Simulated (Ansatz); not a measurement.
Reaction (cleavage of the B–B bond): `CBBN` + `O[SiH](O)F` → `CBO[SiH](O)F` + `BN`

Computed with Ansatz on PBE0-D4/def2-TZVP structures; ΔE is electronic, products minus reactants. CCSD(T)/CBS adds triple-zeta CCSD(T) − MP2 to the extrapolated MP2 energy (def2 sets, frozen cores). This one scheme is used for every species. Functionals use def2-TZVPP. B3LYP here is the variant with VWN-RPA as its local correlation; programs differ in this. One conformer a species, not always the lowest.

`CBBN`:

Cartesian coordinates in Å:
```
C 0.025 -1.628 0.725
B -0.344 -0.629 -0.419
B -0.393 1.038 -0.248
N 0.634 1.935 -0.533
H 0.507 -2.542 0.369
H -0.947 -1.959 1.129
H 0.588 -1.213 1.563
H -0.729 -1.125 -1.450
H -1.418 1.530 0.162
H 0.540 2.929 -0.414
H 1.537 1.664 -0.884
```

`O[SiH](O)F`:

Cartesian coordinates in Å:
```
O 0.856 -0.814 -0.673
Si -0.030 0.387 -0.017
O -1.532 -0.159 0.240
F 0.679 0.828 1.341
H 1.810 -0.774 -0.594
H -0.135 1.588 -0.856
H -1.648 -1.056 0.559
```

`CBO[SiH](O)F`:

Z-matrix (Å, degrees):
```
C
B 1 1.557
H 1 1.091 2 113.8
H 1 1.096 2 109.8 3 -122.3
H 1 1.096 2 110.0 3 122.6
O 2 1.360 1 120.6 3 0.1
H 2 1.207 1 121.3 3 -179.8
Si 6 1.635 2 133.2 1 178.8
O 8 1.619 6 110.4 2 131.8
F 8 1.589 6 105.8 2 -108.6
H 8 1.467 6 113.0 2 10.8
H 9 0.958 8 119.7 6 49.7
```

`BN`:

```xyz
6

B    -0.033   -0.343    0.589
N     0.034    0.353   -0.606
H    -0.125   -1.536    0.562
H     0.002    0.267    1.619
H     0.112    1.354   -0.657
H     0.010   -0.094   -1.507
```

```
             level  ΔE (kJ/mol)  difference from CCSD(T)/CBS
            PBE-D4       -155.3                         11.4
         r2SCAN-D4       -164.4                          2.3
           PBE0-D4       -158.8                          7.9
          B3LYP-D4       -169.5                         -2.8
           ωB97M-V       -169.2                         -2.5
            B2PLYP       -171.3                         -4.6
               PBE       -154.3                         12.4
             B3LYP       -168.0                         -1.3
     HF/def2-TZVPP       -180.4                        -13.7
SCS-MP2/def2-TZVPP       -173.9                         -7.2
   CCSD/def2-TZVPP       -169.4                         -2.7
CCSD(T)/def2-TZVPP       -169.4                         -2.7
    MP2/def2-QZVPP       -171.6                         -4.9
SCS-MP2/def2-QZVPP       -172.7                         -6.0
      HF/CBS(def2)       -181.5                        -14.8
     MP2/CBS(def2)       -170.1                         -3.4
       CCSD(T)/CBS       -166.7                            0
```

Largest T1 diagnostic among the species: 0.012.

From PBE to PBE0 (25 % exact exchange), in def2-TZVPP and without D4, ΔE moves by −3.6 kJ/mol. In def2-TZVPP, CCSD(T) changes the Hartree–Fock value by +11.0 kJ/mol (the triples alone add −0.0 kJ/mol) and MP2 by +7.6 kJ/mol.
